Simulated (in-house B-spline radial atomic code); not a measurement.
Values are calculated unless marked as measured or tabulated.
# Two electrons in Si: a Gaussian well −V exp(−r²/w²) with V = 92.5 meV and w = 8.24 nm

For Si the NSM archive of the Ioffe Institute lists m_l = 0.98 m0, m_t = 0.19 m0 and ε = 11.7; the model takes one isotropic valley with the conductivity mass 3/(1/m_l + 2/m_t) = 0.26 m0, and so misses anisotropy and the other valleys. All triplets below are those of one valley; with several valleys two electrons can form a triplet in the 1s orbital itself, at an energy set by the valley splitting.

Effective-mass model with parabolic bands, a uniform dielectric constant, no image charges, no central-cell or spin-orbit terms. Two-electron levels come from full CI in B-splines with partial waves to l = 5 (up to 0.001 effective hartree above the limit).

Problem. What are the effective units, and what is the potential in them?

Solution. Ha* = 27211.386 meV × 0.26/11.7² = 51.68 meV and a* = 0.0529177 nm × 11.7/0.26 = 2.381 nm. V = 1.79 Ha* and w = 3.46 a*.

In these units the lowest s and p orbitals lie at -1.050818 and -0.618937, and their Coulomb and exchange integrals are J_ss = 0.531140, J_sp = 0.422683 and K_sp = 0.08031. Full CI gives -1.638567 for the ground singlet, -1.346449 for the sp triplet, -1.237154 for the sp singlet and -1.080541 for the lowest triplet of two s orbitals.

Problem. What does it cost to add the second electron, to first order and exactly?

Solution. To first order E = 2ε_s + J_ss = -1.570496, so the charging energy E(2) − 2E(1) is J_ss = 27.45 meV. CI gives -1.638567 − 2 × (-1.050818) = 0.463069, or 23.93 meV: relaxation and correlation lower it by 3.518 meV, 12.8 % of J_ss. The s² configuration of one-electron orbitals holds 93.6 % of the state, and the mean radius is 4.56 nm. The second electron is bound by ε_s − E = 30.38 meV, against 54.31 meV for the first.

Problem. How far above the singlet do the triplets lie?

Solution. To first order the sp triplet lies at ε_s + ε_p + J_sp − K_sp = -1.327387, which is 12.56 meV above 2ε_s + J_ss. CI gives -1.346449 − (-1.638567) = 0.292118, or 15.1 meV, 68 % of the orbital spacing of 22.32 meV. The ss triplet lies 28.84 meV up, so the lower of the two is the sp one, and its gap equals k_BT at 175 K. The sp singlet-triplet splitting is 5.649 meV, against 2K_sp = 8.302 meV.
